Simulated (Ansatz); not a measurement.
Ansatz (a first-principles code) input (revPBE/def2-TZVPD):

Ansatz 0.2 input:
```yaml
crystal:
  periodic: [false, false, false]
  atoms:
    - {symbol: C, position_ang: [1.81167815, -0.80049929, -0.72724910]}
    - {symbol: Si, position_ang: [0.42727411, 0.02288773, 0.18003562]}
    - {symbol: Cl, position_ang: [0.25714706, 1.95201040, -0.55711269]}
    - {symbol: Cl, position_ang: [0.86844822, 0.16377318, 2.19132509]}
    - {symbol: N, position_ang: [-1.05736707, -0.81257428, 0.06591794]}
    - {symbol: Si, position_ang: [-1.91781358, -1.27111600, -1.37187603]}
    - {symbol: H, position_ang: [1.97800350, -1.80154054, -0.32670503]}
    - {symbol: H, position_ang: [2.73018920, -0.22192863, -0.62696358]}
    - {symbol: H, position_ang: [1.57272551, -0.88300663, -1.78876328]}
    - {symbol: H, position_ang: [-1.56952901, -0.87559173, 0.93592165]}
    - {symbol: H, position_ang: [-0.97111937, -1.12443740, -2.49815559]}
    - {symbol: H, position_ang: [-2.37186220, -2.67771475, -1.27551787]}
    - {symbol: H, position_ang: [-3.10447454, -0.41788958, -1.61359225]}
basis:
  gaussian:
    orbitals: def2-TZVPD
hamiltonian:
  xc: {name: revPBE}
output: {forces: true}
```

Output:

```
Functional definition: revPBE
integrals: 0.46 GiB planned
1820 factors; their error is unknown
0.44 GiB of the device are held for the grids
2.07 GiB of device memory are held for the factors and their scratch space
mean field: 2.13 GiB planned
mean field evaluation 1: about -43423.3590 eV, gradient 9.1e1 eV
mean field evaluation 2: about -43371.4581 eV, gradient 1.5e2 eV
mean field evaluation 4: about -43439.4622 eV, gradient 1.6e1 eV
mean field evaluation 8: about -43440.0344 eV, gradient 2.3e-1 eV
mean field evaluation 16: about -43440.0028 eV, gradient 4.0e-3 eV
mean field -43440.00276519 eV, -1596.3906569294 hartree, gradient 7.0e-5 eV, S^2 0.000000; 0 other end points of the search recorded, 0 dependent functions left out
the calculation of the forces begins
reference -43440.00285914 eV, -1596.3906603818 hartree; 41, 41 occupied and 274, 274 virtual orbitals, 1820 factors
Total energy: -43440.00285914 eV, -1596.3906603818 hartree
Atom 0 at     1.811678    -0.800499    -0.727249 Å, force     0.044554    -0.023801    -0.012538 eV/Å
Atom 1 at     0.427274     0.022888     0.180036 Å, force     0.185838     0.160893     0.037012 eV/Å
Atom 2 at     0.257147     1.952010    -0.557113 Å, force    -0.010609     0.321755    -0.099710 eV/Å
Atom 3 at     0.868448     0.163773     2.191325 Å, force     0.066578     0.021331     0.309534 eV/Å
Atom 4 at    -1.057367    -0.812574     0.065918 Å, force    -0.067307    -0.146867     0.029781 eV/Å
Atom 5 at    -1.917814    -1.271116    -1.371876 Å, force    -0.116711    -0.053733    -0.116964 eV/Å
Atom 6 at     1.978004    -1.801541    -0.326705 Å, force     0.060963    -0.277363     0.101155 eV/Å
Atom 7 at     2.730189    -0.221929    -0.626964 Å, force     0.257710     0.150000     0.019916 eV/Å
Atom 8 at     1.572726    -0.883007    -1.788763 Å, force    -0.039789    -0.027433    -0.288169 eV/Å
Atom 9 at    -1.569529    -0.875592     0.935922 Å, force    -0.196567    -0.024133     0.307034 eV/Å
Atom 10 at    -0.971119    -1.124437    -2.498156 Å, force     0.154489     0.016817    -0.236078 eV/Å
Atom 11 at    -2.371862    -2.677715    -1.275518 Å, force    -0.094086    -0.281893     0.010644 eV/Å
Atom 12 at    -3.104475    -0.417890    -1.613592 Å, force    -0.245064     0.164427    -0.061617 eV/Å
Dipole moment:    -0.063120    -0.371533    -0.116614 e Å
```
